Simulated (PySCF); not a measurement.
C3H9Si, SMILES C[Si](C)C (connectivity only; charge and spin as stated), charge +1, multiplicity 1.

Geometry: PBE-D3(BJ)/def2-SVP. The multiplicity is an assumed one; no other spin state was optimised. The isomer is the one that the SMILES or the coordinates give; other isomers of the formula were not compared.

Calculation: PBE-D3(BJ)/def2-SVP in PySCF.

Frequencies are harmonic and unscaled.

Computed vibrational spectrum:
```
mode  ν (cm⁻¹)  IR (km/mol)  moving atoms (share of kinetic energy)
----  --------  -----------  --------------------------------------
1           27          0.0                                  H 96 %
2           28          0.0                                  H 96 %
3           67          2.8                                  H 94 %
4          211          2.0                 C 47 %, H 39 %, Si 14 %
5          211          2.0                 C 48 %, H 39 %, Si 14 %
6          215          1.0                 H 44 %, Si 42 %, C 15 %
7          595          0.0                          H 82 %, C 18 %
8          596          0.0                          H 85 %, C 15 %
9          601          0.0                          C 70 %, H 30 %
10         680          0.0                          H 79 %, C 21 %
11         742          5.8                 H 44 %, C 41 %, Si 15 %
12         742          5.7                 H 44 %, C 41 %, Si 15 %
13         792         76.0                 H 62 %, C 24 %, Si 14 %
14         873        131.8                 H 43 %, Si 32 %, C 25 %
15         873        131.8                 H 43 %, Si 32 %, C 25 %
16        1213         78.3                          H 79 %, C 21 %
17        1213         78.3                          H 79 %, C 21 %
18        1217          0.0                          H 82 %, C 18 %
19        1339          8.5                                  H 96 %
20        1339          8.5                                  H 96 %
21        1342          0.0                                  H 95 %
22        1342          0.0                                  H 95 %
23        1348          0.0                                  H 95 %
24        1350         38.4                                  H 97 %
25        2956         52.6                                  H 97 %
26        2956         52.6                                  H 97 %
27        2961          0.0                                  H 97 %
28        3035         49.8                           H 91 %, C 9 %
29        3036          0.0                           H 91 %, C 9 %
30        3036          0.0                           H 91 %, C 9 %
31        3104         17.0                           H 91 %, C 9 %
32        3104         17.0                           H 91 %, C 9 %
33        3104          0.0                           H 91 %, C 9 %
```
